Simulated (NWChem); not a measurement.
System: C₃H₆N₂; SMILES C=C=C(N)N

```xyz
11

C      0.0000     0.0000     2.2356
C      0.0000     0.0000     0.9160
C      0.0000     0.0000    -0.4197
N      0.0406    -1.1683    -1.2107
N     -0.0406     1.1683    -1.2107
H      0.9231    -0.1583     2.8299
H     -0.9231     0.1583     2.8299
H      0.0216    -2.0224    -0.6480
H     -0.7196    -1.1795    -1.9030
H     -0.0216     2.0224    -0.6480
H      0.7196     1.1795    -1.9030
```
Atoms are numbered in this order, from 1.

All runs: NWChem. Pople sets run with spherical d functions. Structure relaxed at the PBE-D3(BJ)/def2-SVP level. Total energies compare along this basis series because the functional is fixed.

```
level                  basis functions  energy (Ha)  highest occupied level (eV)  orbital gap (eV)  dipole (D)
---------------------  ---------------  -----------  ---------------------------  ----------------  ----------
Hartree-Fock/STO-3G                 31    -223.0503                        -6.19             14.60        0.14
Hartree-Fock/3-21G                  57    -224.6528                        -8.02             12.80        0.28
Hartree-Fock/6-31G*                 82    -225.9088                        -8.11             12.90        0.37
Hartree-Fock/6-311G**              126    -225.9777                        -8.23             12.33        0.50
```
